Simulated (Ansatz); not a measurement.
A geometry relaxed with PBE-D3(BJ)/def2-TZVP (Ansatz, a quantum-chemistry and plane-wave program), charge 0, multiplicity 1:

```xyz
7

H      2.9958    -0.0434     0.1898
C      0.7208     0.0852     0.0558
O     -1.2768     1.3294     0.0610
O     -1.3503    -0.9310    -0.1883
H     -2.3060    -0.7131    -0.2266
C     -0.7113     0.2567    -0.0185
C      1.9277     0.0161     0.1268
```

**Question.** Write the SMILES of this molecule.

**Answer.** `C#CC(=O)O`
